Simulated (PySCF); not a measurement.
# Cu⁺ (copper, charge +1) across methods

[Ar] 3d9 4p1, one real determinant (an excited configuration). All numbers are calculated (PySCF 2.14, scalar relativity by spin-free X2C-1e, in x2c-TZVPPall with one added diffuse shell each of s, p, d, f type (7s6p5d3f1g, 80 functions)).

```csv
method,E (hartree),mean ε 3d α (eV),mean ε 3d β (eV),mean ε 4p α (eV),Σ⟨r²⟩ (bohr²),⟨S²⟩
r2SCAN,-1654.134,-21.227,-20.061,-9.509,26.64,2.001
LDA,-1651.256,-21.251,-20.101,-9.407,26.69,2.000
MN15,-1655.163,-24.726,-23.682,-10.308,26.92,2.000
PBE0,-1653.924,-23.725,-22.517,-9.977,26.88,2.000
PBEsol,-1652.531,-20.929,-19.796,-9.340,26.77,2.000
revPBE,-1654.076,-20.828,-19.740,-9.349,26.91,2.000
UHF,-1652.67295,-31.440,-29.809,-11.311,27.63,2.001
PBE,-1653.914,-20.927,-19.834,-9.372,26.87,2.000
M06-2X,-1654.189,-26.866,-25.552,-10.580,26.93,2.001
```

⟨L²⟩ = 8.02 against 12 for a pure F term, so this real determinant mixes terms.
